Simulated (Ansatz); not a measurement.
Ideal-gas functions of `[NH2][Ga]([Cl])[Cl]` at 800 K and 1 bar, from an Ansatz frequency run at PBE0-D4/def2-TZVP.

Molar mass 156.65 g/mol, point group C2v (symmetry number 2), electronic degeneracy 1, moments of inertia 124.74, 238.565, 363.295 u Å². Harmonic wavenumbers (cm⁻¹, unscaled): 49, 125, 148, 183, 387, 404, 455, 746, 754, 1549, 3627, 3741.

Use S(trans) = R[1.5 ln M + 2.5 ln T − 1.1517]; rotational temperatures θ = 24.2544 K / I; S(rot) = R[ln(√π/σ · √(T³/θAθBθC)) + 1.5]; for each mode x = 1.438777 ν̃/T, S = R[x/(eˣ − 1) − ln(1 − e⁻ˣ)] and H = RT x/(eˣ − 1); 1 cm⁻¹ = 0.0119627 kJ/mol; R = 8.31446 J/(mol·K).

Question: By hand: the entropy, in J/(mol·K).

Answer: Translation 192.4. Rotation: θ = 0.1944, 0.1017, 0.0668 K, giving 122.4. Vibration, mode by mode: 28.51, 20.74, 19.34, 17.59, 11.49, 11.15, 10.21, 6.47, 6.39, 2.05, 0.09, 0.08, in all 134.1. Electronic 0.0. Sum 448.9 J/(mol·K).

Question: By hand: H − E and G − E in kJ/mol, counted from the electronic energy.

Answer: Zero-point energy ½ × 12168 × 0.0119627 = 72.8; thermal vibration 44.8; translation, rotation and pV give 4 RT = 26.6. H − E = 144.2 kJ/mol, and G − E = 144.2 − 800 × 448.9/1000 = -214.9 kJ/mol.

Vibration gives 30 % of the entropy, 68.6 J/(mol·K) of it from the modes under 150 cm⁻¹: soft modes count most, and the harmonic formula is weakest for them. The sum counts one conformer and one mirror image; others add a mixing term.
